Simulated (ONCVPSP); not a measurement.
**Building the ONCV potential for antimony (PBE, scalar-relativistic).**

Input for ONCVPSP 4.0.1:

```
# ATOM AND REFERENCE CONFIGURATION
# atsym  z   nc   nv     iexc    psfile
  Sb 51.00    8    3        4      upf
#
#   n    l    f
    1    0    2.00
    2    0    2.00
    2    1    6.00
    3    0    2.00
    3    1    6.00
    3    2   10.00
    4    0    2.00
    4    1    6.00
    4    2   10.00
    5    0    2.00
    5    1    2.75
#
# PSEUDOPOTENTIAL AND OPTIMIZATION
# lmax
    2
#
#   l,   rc,      ep,       ncon, nbas, qcut
    0    2.05    0.00    4    7    3.10
    1    2.30    0.00    3    6    3.60
    2    0.90    0.00    3    8   11.30
#
# LOCAL POTENTIAL
# lloc, lpopt,  rc(5),   dvloc0
    2    5    0.90    0.00
#
# VANDERBILT-KLEINMAN-BYLANDER PROJECTORs
# l, nproj, debl
    0    2    1.20
    1    2    2.50
    2    0    1.30
#
# MODEL CORE CHARGE
# icmod, fcfact, rcfact
    3    4.75    1.35
#
# LOG DERIVATIVE ANALYSIS
# epsh1, epsh2, depsh
   -3.00    5.00    0.02
#
# OUTPUT GRID
# rlmax, drl
    6.00    0.01
#
# TEST CONFIGURATIONS
# ncnf
    4
# nvcnf
#   n    l    f
    3
    4    2   10.00
    5    0    2.00
    5    1    3.00
#
    3
    4    2   10.00
    5    0    2.00
    5    1    2.00
#
    3
    4    2   10.00
    5    0    2.00
    5    1    1.00
#
    3
    4    2   10.00
    5    0    1.00
    5    1    4.00
#
```

Command:

```bash
oncvpsp.x < Sb.dat > Sb.out
```

Resulting log (shortened: citation, most of the input echo, consistency checks and plot data are left out):

```
ONCVPSP  (Optimized Norm-Conservinng Vanderbilt PSeudopotential)
scalar-relativistic version 4.0.1

#   n    l    f        energy (Ha)
    1    0    2.00    -1.1137909E+03
    2    0    2.00    -1.6954774E+02
    2    1    6.00    -1.5221493E+02
    3    0    2.00    -3.3298986E+01
    3    1    6.00    -2.7649448E+01
    3    2   10.00    -1.9030649E+01
    4    0    2.00    -5.5422434E+00
    4    1    6.00    -3.8132843E+00
    4    2   10.00    -1.3039249E+00
    5    0    2.00    -5.3909718E-01
    5    1    2.75    -2.3934874E-01

Reference configufation results
  iterations    26
  all-electron total energy (Ha)   -6.48139879D+03

Begin loop to  construct optimized pseudo wave functions
and semi-local pseudopoentials for all angular momenta

   Wellstate for l =  0  n =  6
     eigenvalue =   0.6609
     asymptotic potential =   1.1609
     half-point radius =  3.6178

Calculating optimized projector #   1

 for l=   0

    Fraction of norm inside rc  0.462796
    Optimizing pswf for qcut=   3.10 a_B^-1,  ecut=   4.82 Ha
    Residual kinetic energy error=  7.27D-03 Ha

    Energy error per electron        Cutoff
         Ha          eV             Ha
         0.01000     0.27211        4.48
         0.00100     0.02721       19.01
         0.00010     0.00272       27.33
         0.00001     0.00027       31.82

Calculating optimized projector #   2

 for l=   0

    Fraction of norm inside rc  0.197504
    Optimizing pswf for qcut=   3.10 a_B^-1,  ecut=   4.82 Ha
    Residual kinetic energy error=  1.52D-02 Ha

    Energy error per electron        Cutoff
         Ha          eV             Ha
         0.01000     0.27211        5.19
         0.00100     0.02721       12.49
         0.00010     0.00272       29.85
         0.00001     0.00027       42.80

   Wellstate for l =  1  n =  7
     eigenvalue =   2.2607
     asymptotic potential =   2.7607
     half-point radius =  4.0222

Calculating optimized projector #   1

 for l=   1

    Fraction of norm inside rc  0.346447
    Optimizing pswf for qcut=   3.61 a_B^-1,  ecut=   6.50 Ha
    Residual kinetic energy error=  2.78D-04 Ha

    Energy error per electron        Cutoff
         Ha          eV             Ha
         0.01000     0.27211        1.66
         0.00100     0.02721        5.17
         0.00010     0.00272       11.56
         0.00001     0.00027       24.70

Calculating optimized projector #   2

 for l=   1

    Fraction of norm inside rc  0.140028
    Optimizing pswf for qcut=   3.61 a_B^-1,  ecut=   6.50 Ha
    Residual kinetic energy error=  1.26D-02 Ha

    Energy error per electron        Cutoff
         Ha          eV             Ha
         0.01000     0.27211        6.72
         0.00100     0.02721       13.23
         0.00010     0.00272       26.37
         0.00001     0.00027       34.71

Calculating optimized projector #   1

 for l=   2

    Fraction of norm inside rc  0.424968
    Optimizing pswf for qcut=  11.31 a_B^-1,  ecut=  63.92 Ha
    Residual kinetic energy error=  2.75D-05 Ha

    Energy error per electron        Cutoff
         Ha          eV             Ha
         0.01000     0.27211       39.39
         0.00100     0.02721       49.97
         0.00010     0.00272       58.77
         0.00001     0.00027       87.50

Construct Vanderbilt / Kleinmman-Bylander projectors

B matrix Hermiticity error, ll=   0
   1   2    9.8985E-05

  Orthonormal projector coefficients  1.0517E+01  1.0463E+00

B matrix Hermiticity error, ll=   1
   1   2   -1.4065E-04

  Orthonormal projector coefficients  7.8617E+00  7.7103E-01

Model core correction analysis
  based on d2Exc/dn_idn_j

d2excae - all-electron derivatives

   -2.370170D-02   -6.497286D-03   -3.082583D-03
   -6.496925D-03   -2.575305D-02   -2.114117D-02
   -3.082395D-03   -2.114027D-02   -2.316519D-02

d2excps - pseudofunction derivatives with no core correction

   -3.756638D-02   -7.768517D-03   -3.580751D-03
   -7.768069D-03   -2.657457D-02   -2.149069D-02
   -3.580584D-03   -2.148996D-02   -2.325334D-02

rms 2nd derivative error    4.677188E-03

rmatch, rhocmatch    0.8617   15.9137

Teter function model core charge with specified parameters

d2excps - pseudofunction derivatives with core correction

   -2.634244D-02   -7.321964D-03   -3.422473D-03
   -7.321604D-03   -2.628038D-02   -2.135954D-02
   -3.422307D-03   -2.135871D-02   -2.319377D-02

rms 2nd derivative error    9.966102E-04

Pseudoatom total energy  -81.423516

Diagnostic tests using Vanderbilt-Kleinman-Bylander pseudopotentials
  1 or more projectors used as specified by nproj input data

   l    rcore       rmatch      e in        delta e   norm test  slope test

   0   2.0514661   2.1137530  -0.5390972  -0.0000023   1.0000464   1.0000621
   0   2.0514661   2.1137530   0.6609028   0.0000005   1.0001845   1.0001845

   1   2.3121923   2.3823955  -0.2393487   0.0000162   0.9999885   1.0011744
   1   2.3121923   2.3823955   2.2606512   0.0000296   1.0001571   1.0001571

   2   0.9039429   0.9313885  -1.3039249   0.0000052   1.0000072   0.9999529

 Testing for bound ghosts
   n   l    E NL Schr. Eq   E Basis Diag.   E Cutoff

       0                       -6.343383     44.45  WARNING - GHOST(-)
   1   0       -0.539100       -0.538095     44.45

   2   1       -0.239333       -0.235799     28.61

 Testing for highly-localized positive-energy ghosts
       l    <radius>/rc     E Basis Diag.   E Cutoff

       1        0.261556        0.052313     28.61  WARNING - GHOST(+)

Test configuration 0

   n   l     f        eae           eps        diff
   1   0  2.0000-1113.79086523
   2   0  2.0000 -169.54773816
   2   1  6.0000 -152.21493086
   3   0  2.0000  -33.29898569
   3   1  6.0000  -27.64944823
   3   2 10.0000  -19.03064878
   4   0  2.0000   -5.54224343
   4   1  6.0000   -3.81328435
   4   2 10.0000   -1.30392490   -1.30391967    5.23D-06
   5   0  2.0000   -0.53909718   -0.53909952   -2.35D-06
   5   1  2.7500   -0.23934874   -0.23933251    1.62D-05

    Total energies and differences
      AE_ref= -6.48139879D+03  AE_tst= -6.48139879D+03  dif=  0.00D+00
      PS_ref= -8.14235164D+01  PS_tst= -8.14235164D+01  dif=  0.00D+00
      PSP excitation error=  0.00D+00

Test configuration 1

   n   l     f        eae           eps        diff
   1   0  2.0000-1113.71769235
   2   0  2.0000 -169.47480926
   2   1  6.0000 -152.14197159
   3   0  2.0000  -33.22614957
   3   1  6.0000  -27.57660970
   3   2 10.0000  -18.95781436
   4   0  2.0000   -5.46955942
   4   1  6.0000   -3.74060781
   4   2 10.0000   -1.23138386   -1.23161382   -2.30D-04
   5   0  2.0000   -0.47152657   -0.47156043   -3.39D-05
   5   1  3.0000   -0.17742736   -0.17743020   -2.85D-06

    Total energies and differences
      AE_ref= -6.48139879D+03  AE_tst= -6.48145081D+03  dif= -5.20D-02
      PS_ref= -8.14235164D+01  PS_tst= -8.14755502D+01  dif= -5.20D-02
      PSP excitation error=  1.10D-05

Test configuration 2

   n   l     f        eae           eps        diff
   1   0  2.0000-1114.03413789
   2   0  2.0000 -169.78975401
   2   1  6.0000 -152.45709383
   3   0  2.0000  -33.54052377
   3   1  6.0000  -27.89099726
   3   2 10.0000  -19.27218047
   4   0  2.0000   -5.78291286
   4   1  6.0000   -4.05387737
   4   2 10.0000   -1.54373569   -1.54262988    1.11D-03
   5   0  2.0000   -0.75847059   -0.75833691    1.34D-04
   5   1  2.0000   -0.44074538   -0.44065829    8.71D-05

    Total energies and differences
      AE_ref= -6.48139879D+03  AE_tst= -6.48114516D+03  dif=  2.54D-01
      PS_ref= -8.14235164D+01  PS_tst= -8.11698610D+01  dif=  2.54D-01
      PSP excitation error= -2.42D-05

Test configuration 3

psatom: WARNING lschvkbb convergence error n,l,iter=   2   1  44
ea(ii),et,emin,emax -6.321177E-01 -6.446062E-01 -6.446062E-01 -6.446062E-01
run_config: WARNING for fully non-local PS atom, stg. 1
 WARNING no output for configuration 4

Test configuration 4

   n   l     f        eae           eps        diff
   1   0  2.0000-1113.77220619
   2   0  2.0000 -169.52827626
   2   1  6.0000 -152.19530998
   3   0  2.0000  -33.28031527
   3   1  6.0000  -27.63074560
   3   2 10.0000  -19.01187887
   4   0  2.0000   -5.52347955
   4   1  6.0000   -3.79421204
   4   2 10.0000   -1.28273538   -1.28322557   -4.90D-04
   5   0  1.0000   -0.50073549   -0.50061284    1.23D-04
   5   1  4.0000   -0.19868033   -0.19861949    6.08D-05

    Total energies and differences
      AE_ref= -6.48139879D+03  AE_tst= -6.48115270D+03  dif=  2.46D-01
      PS_ref= -8.14235164D+01  PS_tst= -8.11774235D+01  dif=  2.46D-01
      PSP excitation error= -2.48D-06
```

Note: ghosts flagged at negative energy: s at -172.6 eV; GHOST(+) flagged for p at 1.42 eV. A true bound ghost makes a file unfit for plane-wave use.

The run took about 3.9 s on one core of a shared server CPU.
